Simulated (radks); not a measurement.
The numbers below are computed, except where a source is named.
Effect of the nuclear size on neutral technetium, [Kr] 4d5 5s2. Code: a radial shooting solver on a logarithmic mesh with Libxc functionals. Model: Dirac Kohn-Sham, LDA (Slater exchange, Perdew-Wang correlation), spin-unpolarised, spherical densities, finite nucleus; open shells are shared between the two j in proportion to 2j + 1; Fermi nuclear charge, rms radius 4.4112 fm. The rms radius is varied about that value; shifts are against it.

| rms radius (fm) | total energy shift (eV) | density at nucleus (e/bohr^3) | 1s1/2 shift (meV) | 2s1/2 shift (meV) | 4s1/2 shift (meV) | 4p1/2 shift (meV) |
|---|---|---|---|---|---|---|
| 3.8333 | -0.410 | 1.013e+05 | -173 | -18.6 | -0.547 | 0.073 |
| 4.27 | -0.105 | 1.001e+05 | -44.3 | -4.77 | -0.140 | 0.019 |
| 4.4112 | 0 | 9.973e+04 | 0.000 | 0.000 | 0.000 | 0.000 |
| 4.7068 | 0.229 | 9.9e+04 | 96.8 | 10.4 | 0.306 | -0.041 |
| 5.1743 | 0.618 | 9.795e+04 | 261 | 28.1 | 0.826 | -0.110 |

Slopes of the eigenvalues against <r^2> in GHz/fm^2, as finite differences over the two radii next to the reference (eigenvalue slopes, not the field-shift constants of lines): 1s1/2 8700, 2s1/2 937, 4s1/2 27.5, 4p1/2 -3.66.
